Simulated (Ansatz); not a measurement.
Isolated molecules relaxed with PBE0-D4/def2-TZVP in Ansatz; ΔE leaves out vibrations. CCSD(T)/CBS is the MP2 limit (def2-TZVPP, def2-QZVPP) plus CCSD(T) − MP2 in def2-TZVPP, frozen cores. This one scheme is used for every species. DFT in def2-TZVPP. HSE06 is defined as in plane-wave codes. One conformer a species, not always the lowest.

Reaction (ligand exchange at the Si–O bond): `CO[SiH2]C#N` + PH₃ → `N#C[SiH2]P` + CH₃OH

| level | ΔE (kJ/mol) | difference from CCSD(T)/CBS |
| --- | --- | --- |
| PBE-D4 | 57.7 | -18.5 |
| r2SCAN-D4 | 72.5 | -3.7 |
| PBE0-D4 | 62.4 | -13.8 |
| BHLYP-D4 | 85.8 | 9.6 |
| ωB97X-V | 77.6 | 1.4 |
| PBE0 | 62.5 | -13.7 |
| HSE06 | 62.2 | -14.0 |
| CCSD/def2-SVP | 79.0 | 2.8 |
| SCS-MP2/def2-TZVPP | 85.6 | 9.4 |
| CCSD(T)/def2-TZVPP | 79.3 | 3.1 |
| CCSD(T)/CBS | 76.2 | 0 |

Largest T1 diagnostic among the species: 0.014.

From BLYP to BHLYP (50 % exact exchange), in def2-TZVPP and without D4, ΔE moves by +11.6 kJ/mol. In def2-TZVPP, CCSD(T) changes the Hartree–Fock value by −18.9 kJ/mol (the triples alone add −3.0 kJ/mol) and MP2 by −17.7 kJ/mol. Leaving LDA and LC-ωPBE aside and taking each functional with its dispersion term where it has one, the values, not all of them listed here, spread over 28.2 kJ/mol, from revPBE-D4 to CAM-B3LYP-D4. LDA lies +5.5 kJ/mol from PBE without D4.
